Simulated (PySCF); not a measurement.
Se(SH)(SeH) (H₂SSe₂), SMILES [Se]([SeH])S.

Geometry optimised at r2SCAN-D4/def2-SVP. One conformer was computed; it need not be the lowest.

Two levels are set side by side: PBE/def2-TZVPD (PySCF) and r2SCAN/def2-TZVPD (PySCF). Same geometry, gas phase. Differences are taken from unrounded values.

```json
[
 {"quantity": "orbital gap (eV)", "r2SCAN": "3.63", "PBE": "3.23", "PBE minus r2SCAN": "-0.39"},
 {"quantity": "highest occupied level (eV)", "r2SCAN": "-6.37", "PBE": "-6.11", "PBE minus r2SCAN": "0.25"},
 {"quantity": "lowest empty level (eV)", "r2SCAN": "-2.74", "PBE": "-2.88", "PBE minus r2SCAN": "-0.14"},
 {"quantity": "dipole moment (D)", "r2SCAN": "0.39", "PBE": "0.38", "PBE minus r2SCAN": "-0.01"},
 {"quantity": "mean polarisability (bohr³)", "r2SCAN": "84.8", "PBE": "87.8", "PBE minus r2SCAN": "3.0"}
]
```

Rough cost on one machine, each run with all the roots and properties that it gave: r2SCAN against PBE about 3 times.
